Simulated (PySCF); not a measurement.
C₃H₈OSi₂, SMILES CO[Si@@H]1C=C[SiH2]1.

The structure is a stationary point at B3LYP-D3(BJ)/def2-SVP. The structure was generated by enumeration; whether it is a known compound was not checked. Other conformers were not sampled.

Calculation: TDDFT-PBE/def2-SVPD (PySCF 2.14.0).

Vertical excitations. Gas-phase values at a fixed geometry.

```tsv
state	energy (eV)	λ (nm)	f	main pairs
S1	4.56	272	0.003	HOMO→LUMO 98 %
S2	4.88	254	0.001	HOMO−1→LUMO 98 %
S3	5.57	223	0.004	HOMO−3→LUMO 76 %
S4	5.62	221	0.006	HOMO→LUMO+1 81 %
S5	5.77	215	0.015	HOMO−4→LUMO 57 %, HOMO−3→LUMO 15 %, HOMO−2→LUMO 11 %
S6	5.98	207	0.003	HOMO→LUMO+2 52 %, HOMO−2→LUMO 18 %
S7	6.07	204	0.023	HOMO−1→LUMO+1 64 %, HOMO→LUMO+2 14 %
S8	6.15	202	0.040	HOMO−2→LUMO 19 %, HOMO−2→LUMO+1 19 %, HOMO−1→LUMO+2 13 %, HOMO→LUMO+2 12 %
S9	6.34	196	0.020	HOMO→LUMO+3 41 %, HOMO−1→LUMO+2 30 %, HOMO−2→LUMO+1 14 %
S10	6.35	195	0.024	HOMO→LUMO+3 44 %, HOMO−2→LUMO+1 30 %, HOMO−1→LUMO+2 13 %, HOMO−2→LUMO+2 7 %
T1	4.17	297	0	HOMO→LUMO 58 %, HOMO−2→LUMO 38 %
T2	4.42	281	0	HOMO−2→LUMO 49 %, HOMO→LUMO 40 %
T3	4.68	265	0	HOMO−1→LUMO 89 %
T4	5.25	236	0	HOMO→LUMO+1 74 %, HOMO−3→LUMO 12 %
```
Triplets are in the Tamm–Dancoff approximation, which puts them higher than full response would, so one can lie above its singlet here.
